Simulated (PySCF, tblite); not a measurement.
Isomers of C2H11FNSi3 (doublet state), one GFN2-xTB conformer each. Single-point energies are computed at B3LYP/pcH-1 (PySCF, gas phase, no added dispersion term), electronic only. GFN2-xTB treats the open shell by occupation alone, and not every SCF solution was tested for stability.

```
                          SMILES  GFN2-xTB relative energy (kcal/mol)
      C[SiH2][SiH2][C](F)[SiH2]N                                  0.0
C[SiH2][SiH2][C@@H](F)[SiH2][NH]                                  6.4
```

Conformers: `[CH3:1][SiH2:2][SiH2:3][C:4]([F:5])[SiH2:6][NH2:7]` (doublet state) with C1–Si2–Si3–C4 -2°, Si2–Si3–C4–F5 84°, Si3–C4–Si6–N7 102°, C4–Si6–N7–H -177° and 48°; `[CH3:1][SiH2:2][SiH2:3][C@@H:4]([F:5])[SiH2:6][NH:7]` (doublet state) with C1–Si2–Si3–C4 -88°, Si2–Si3–C4–F5 -70°, Si3–C4–Si6–N7 40°, C4–Si6–N7–H 105°.

What does B3LYP/pcH-1 give for the same structures?

```csv
SMILES,B3LYP/pcH-1 E (Eh),B3LYP/pcH-1 (kcal/mol),GFN2-xTB (kcal/mol),point group
C[SiH2][SiH2][C](F)[SiH2]N,-1105.93417,0.0,0.0,C1
C[SiH2][SiH2][C@@H](F)[SiH2][NH],-1105.88965,27.9,6.4,C1
```

Both levels put the same isomer lowest. 

What happens when harmonic zero-point energies from GFN2-xTB frequencies are added?

```json
{"SMILES": "C[SiH2][SiH2][C](F)[SiH2]N", "ZPE (kcal/mol)": "73.8", "electronic (kcal/mol)": "0.0", "with ZPE (kcal/mol)": "0.0"}
{"SMILES": "C[SiH2][SiH2][C@@H](F)[SiH2][NH]", "ZPE (kcal/mol)": "73.2", "electronic (kcal/mol)": "27.9", "with ZPE (kcal/mol)": "27.4"}
```

The zero-point energies span 0.6 kcal/mol. The order is unchanged.
